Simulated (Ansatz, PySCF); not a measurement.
System: C₃H₁₁NSi, net charge 0, singlet state. 
Geometry from a B3LYP-D3(BJ)/def2-TZVP (Ansatz, a program for electronic structure) optimisation:
```
Si
N 1 1.7335
H 2 1.0084 1 120.20
H 2 1.0084 3 110.35 1 146.78
C 1 1.8740 2 107.07 3 -48.35
H 5 1.0916 1 111.07 2 -60.03
H 5 1.0925 6 108.17 1 122.09
H 5 1.0933 6 107.85 7 115.79
C 1 1.8740 2 107.07 3 -168.11
H 9 1.0916 1 111.07 2 60.03
H 9 1.0925 10 108.17 1 -122.09
H 9 1.0933 10 107.85 11 -115.79
C 1 1.8816 2 113.91 3 71.77
H 13 1.0929 1 111.16 2 -59.91
H 13 1.0929 14 107.59 1 -121.92
H 13 1.0934 14 107.68 15 -115.82
```
Charge 0, spin multiplicity 1.

Total electronic energies in hartree. Cores are frozen in the correlated levels unless marked. No spin-orbit coupling. No relativistic terms. CBS(X,Y): correlation extrapolated as X^-3; Hartree-Fock from the larger set. The bracket is a focal-point correction in the basis named.

```csv
level,program,energy (Eh)
TPSSh-D4/def2-TZVPD,PySCF + dftd4,-465.37900
CAM-B3LYP-D4/def2-TZVPD,Ansatz + dftd4,___
SCS-MP2/cc-pV(D+d)Z,Ansatz,-464.18229
SCS-MP2/cc-pV(T+d)Z,Ansatz,-464.43298
CCSD/cc-pVTZ,Ansatz,-464.47755
CCSD(T)/6-31G,Ansatz,-463.82646
CCSD(T)/cc-pV(D+d)Z,Ansatz,-464.27203
CCSD(T)/cc-pV(T+d)Z,Ansatz,-464.51805
"RI-MP2/CBS(cc-pV(T+d)Z,cc-pV(Q+d)Z)+[CCSD(T)-MP2]/cc-pV(T+d)Z",Ansatz,-464.6339
```

### Question
Some entries are withheld; supply them.

### Answer

- CAM-B3LYP-D4/def2-TZVPD, energy (Eh): -465.25250
